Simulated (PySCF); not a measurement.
Choosing a molecule for a target property.

All species are isolated and taken at one optimised geometry (atoms past krypton carry core potentials, spin–orbit coupling is left out). Electronic properties by PySCF.

The conformers computed, where there is a choice (atom-mapped SMILES and torsion angles):
- `[CH3:1][SiH2:2][c:3]1[cH:4][cH:5][cH:6][cH:7][cH:8]1`: C1–Si2–C3–C4 23°
- `[NH2:1][PH2:2]`: H–N1–P2–H 162°, H–N1–P2–H -104°

The conformers of `CC[P@H+]1CC=C([SiH3])C1` aren't listed.

Question: Wanted: HOMO–LUMO gap between 5 eV and 6.1 eV (B3LYP/def2-SVPD) and lowest triplet excitation (Tamm–Dancoff) above 4.1 eV (TDA B3LYP/def2-SVPD), at PBE0-D3(BJ)/def2-SVP geometries. Which candidate meets both?
A. `PN` (H4NP)
B. `CC[P@H+]1CC=C([SiH3])C1` ([C6H14PSi]+)
C. `Cl[Si](Cl)(Cl)I` (Cl3ISi)
D. `C[SiH2]c1ccccc1` (C7H10Si)
E. `[SiH]Cl` (ClHSi) [singlet]
F. `C[CH2][Ge]([Cl])([Cl])[Cl]` (C2H5Cl3Ge)

Answer: C. Computed values:
```csv
species,HOMO–LUMO gap,lowest triplet excitation (Tamm–Dancoff)
[SiH]Cl (ClHSi) [singlet],3.65 eV,1.55 eV
Cl[Si](Cl)(Cl)I (Cl3ISi),6.00 eV,4.55 eV
C[SiH2]c1ccccc1 (C7H10Si),6.28 eV,4.06 eV
CC[P@H+]1CC=C([SiH3])C1 ([C6H14PSi]+),6.79 eV,4.21 eV
PN (H4NP),6.96 eV,5.16 eV
C[CH2][Ge]([Cl])([Cl])[Cl] (C2H5Cl3Ge),7.16 eV,5.69 eV
```

Question: Wanted: electronic spatial extent ⟨r²⟩ about the centre of nuclear charge between 170 bohr² and 1000 bohr² (B3LYP/def2-SVPD) and static isotropic polarisability below 113 au (B3LYP/def2-SVPD), at PBE0-D3(BJ)/def2-SVP geometries. Which candidate meets both?
A. `NP` (H4NP)
B. `[SiH]Cl` (ClHSi) [singlet]
C. `c1(ccc(cc1)Br)Br` (C6H4Br2)
D. `C[SiH2]C1=CC=CC=C1` (C7H10Si)

Answer: B. Computed values:
```
                     species  electronic spatial extent ⟨r²⟩ about the centre of nuclear charge  static isotropic polarisability
                   NP (H4NP)                                                          139 bohr²                          37.5 au
   [SiH]Cl (ClHSi) [singlet]                                                          194 bohr²                          46.3 au
C[SiH2]C1=CC=CC=C1 (C7H10Si)                                                         1369 bohr²                         109.1 au
  c1(ccc(cc1)Br)Br (C6H4Br2)                                                         3173 bohr²                         116.3 au
```

Question: Wanted: lowest singlet excitation below 4.9 eV (TDDFT B3LYP/def2-SVPD) and dipole moment below 1 D (B3LYP/def2-SVPD), at PBE0-D3(BJ)/def2-SVP geometries. Which candidate meets both?
A. monochlorosilylene (`[SiH]Cl`) [singlet]
B. 1,4-dibromobenzene (`Brc1ccc(Br)cc1`)
C. SiICl3 (`Cl[Si](Cl)(Cl)I`)
D. phosphanamine (`NP`)

Answer: B. Computed values:
```
                               species  lowest singlet excitation  dipole moment
monochlorosilylene ([SiH]Cl) [singlet]                    2.67 eV         1.13 D
   1,4-dibromobenzene (Brc1ccc(Br)cc1)                    4.80 eV         0.00 D
              SiICl3 (Cl[Si](Cl)(Cl)I)                    4.99 eV         0.67 D
                    phosphanamine (NP)                    5.93 eV         1.53 D
```

Question: Wanted: vertical ionisation energy between 8.8 eV and 10 eV (ΔSCF B3LYP/def2-SVPD) and HOMO energy above -10 eV (B3LYP/def2-SVPD), at PBE0-D3(BJ)/def2-SVP geometries. Which candidate meets both?
A. `Brc1ccc(Br)cc1`
B. `I[Si](Cl)(Cl)Cl`
C. `[SiH3]C1=CC[P@H+](CC)C1`
D. `C[SiH2]c1ccccc1`

Answer: D. Computed values:
```csv
species,vertical ionisation energy,HOMO energy
Brc1ccc(Br)cc1,8.67 eV,-6.83 eV
C[SiH2]c1ccccc1,9.01 eV,-7.09 eV
I[Si](Cl)(Cl)Cl,10.34 eV,-8.06 eV
[SiH3]C1=CC[P@H+](CC)C1,13.39 eV,-11.40 eV
```
